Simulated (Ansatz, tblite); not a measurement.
Cost and result up the ladder for N-butyl-N-methylpyrrolidinium bromide (C₉H₂₀BrN) (31 atoms). The state is a singlet with charge 0. Geometry: PBE-D4/def2-SVP.

Cartesian coordinates in Å:
```
C -0.6172 0.2642 -4.2013
C -1.0107 0.6886 -2.7869
C -0.1707 0.0011 -1.6998
C -0.6530 0.4223 -0.3212
N 0.1430 -0.1262 0.8478
C 0.1604 -1.6318 0.8114
C -0.4995 0.3382 2.1511
C 0.5912 0.1533 3.2057
C 1.9382 0.2480 2.4298
C 1.5424 0.4301 0.9558
H 0.4469 0.5014 -4.4177
H -1.2361 0.7782 -4.9643
H -0.7502 -0.8291 -4.3452
H -0.9153 1.7934 -2.6834
H -2.0828 0.4557 -2.6037
H 0.9062 0.2425 -1.8560
H -0.2799 -1.0977 -1.8193
H -1.6980 0.0554 -0.1302
H -0.6230 1.5259 -0.2076
H -0.9136 -1.9592 0.7952
H 0.6678 -2.0066 1.7169
H 0.7130 -1.9588 -0.0861
H -0.7425 1.4078 1.9968
H -1.4592 -0.2299 2.2592
H 0.4931 -0.8251 3.7155
H 0.5016 0.9278 3.9906
H 2.5625 1.0990 2.7629
H 2.5476 -0.6660 2.5696
H 2.2027 -0.0800 0.2308
H 1.4739 1.5005 0.6782
Br -3.2385 -1.4230 1.0054
```

Ansatz on 4 threads of Arm Neoverse V1 on a shared host; xTB runs through tblite on one thread. Times are rough, summed over both states, and most runs start from the orbitals of an earlier one. PBE0-D4/def2-SVP serves as the yardstick here, not as an exact answer. The other state is a doublet.

The xTB rows come from tblite.

Raw xTB energies of ions are shifted by several eV.

| level | functions | vertical IE (eV) | difference from PBE0-D4/def2-SVP (eV) |
| --- | --- | --- | --- |
| GFN2-xTB | 69 | 11.49 | 4.22 |
| PBE0-D4/def2-SVP | 272 | 7.27 | 0.00 |
| PBE-D4/def2-SVP | 272 | 7.21 | -0.07 |
| GFN1-xTB | 89 | 11.11 | 3.84 |

Task: Estimate how long each takes.

Result: GFN2-xTB 0.049 s; GFN1-xTB 0.081 s; PBE-D4/def2-SVP 40 s; PBE0-D4/def2-SVP 73 s. On shared hardware such times vary by a factor of up to 3.
